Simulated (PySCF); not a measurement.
Geometry:
```tsv
atom	x (Å)	y (Å)	z (Å)
C1	-3.244	0.545	-0.204
C2	-2.517	1.222	0.772
C3	-1.128	1.151	0.789
C4	-0.428	0.401	-0.170
C5	1.035	0.320	-0.158
C6	1.868	-0.402	-0.988
C7	3.245	-0.240	-0.685
C8	3.453	0.604	0.374
S9	1.975	1.204	1.003
C10	-1.175	-0.276	-1.148
C11	-2.564	-0.205	-1.164
H12	-4.335	0.600	-0.219
H13	-3.035	1.814	1.531
H14	-0.575	1.687	1.565
H15	1.501	-1.037	-1.795
H16	4.051	-0.732	-1.230
H17	4.399	0.908	0.819
H18	-0.663	-0.865	-1.911
H19	-3.121	-0.741	-1.936
```

Geometry: PBE0-D3(BJ)/def2-SVP; GIAO absolute shieldings from PySCF 2.14.0 with density-fitted response routines, gas phase, non-relativistic, averaged over equivalent atoms.

At PBE0/pcSseg-1 (234 basis functions):
| atoms | σ (ppm) |
| --- | --- |
| C5 | 32.7 |
| C4 | 46.5 |
| C2/C11 | 50.2 |
| C7 | 51.8 |
| C1 | 51.8 |
| C8 | 53.0 |
| C3/C10 | 55.7 |
| C6 | 58.6 |
| S9 | 287.2 |
| H14/H18 | 23.42 |
| H15 | 23.66 |
| H13/H19 | 23.83 |
| H12 | 24.00 |
| H16 | 24.16 |
| H17 | 24.21 |

Predict the values at mPW1PW91/pcSseg-2 on the same geometry.

Answers


| atoms | σ at mPW1PW91/pcSseg-2 | change |
| --- | --- | --- |
| C5 | 25.1 | -7.6 |
| C4 | 39.3 | -7.2 |
| C2/C11 | 45.1 | -5.1 |
| C7 | 46.9 | -4.9 |
| C1 | 47.1 | -4.7 |
| C8 | 47.8 | -5.2 |
| C3/C10 | 50.4 | -5.3 |
| C6 | 53.6 | -5.0 |
| S9 | 266.0 | -21.2 |
| H14/H18 | 23.27 | -0.15 |
| H15 | 23.53 | -0.13 |
| H13/H19 | 23.77 | -0.06 |
| H12 | 23.92 | -0.08 |
| H16 | 24.09 | -0.07 |
| H17 | 24.01 | -0.20 |

The largest change is at S9 (aromatic ring sulfur). Cost: 515 basis functions. The order of the carbon signals is the same at both levels.
